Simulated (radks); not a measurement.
Values are calculated unless marked as measured or tabulated.
Question: Numerical settings for neutral erbium, [Xe] 4f12 6s2. Level of theory: scalar-relativistic Kohn-Sham, PBE, spin-unpolarised, spherical densities, point nucleus (a radial shooting solver on a logarithmic mesh with Libxc functionals). The defaults (mesh step 0.008 in ln r, mesh end at 40 bohr or more with all orbitals vanishing there, Anderson mixing 0.5 over 9 steps, residual threshold near 1e-9 with the energy settled to 1e-9 hartree or 1e-11 of itself, here a cap of 94 iterations) give E = -13086.3687 hartree and 4f at -3.139 eV in 18 iterations. Run on one thread of a shared host, so times are rough (Arm Neoverse N1): 0.25 s of CPU time, 0.25 s wall, 18 iterations on 2728 mesh points. One setting is changed at a time: mesh step in ln r 0.02; mesh step in ln r 0.08; mesh step in ln r 0.03; mesh end (bohr) 400; mesh end (bohr) 2; residual threshold 1e-13; residual threshold 0.001; mixing 0.05; linear mixing, mixing 0.05; linear mixing, mixing 0.2; mixing history 2; iteration cap 8. Which runs fail to converge, and which converge to a wrong energy?

Answer: Not converged within the cap: mesh step in ln r 0.08; linear mixing, mixing 0.05; iteration cap 8. Settled on a wrong energy, with an occupied level pushed above zero by the early mesh end: mesh end (bohr) 2 (+19.4 hartree). Apart from these: no run marked as converged misses the energy by more than 1 mhartree.
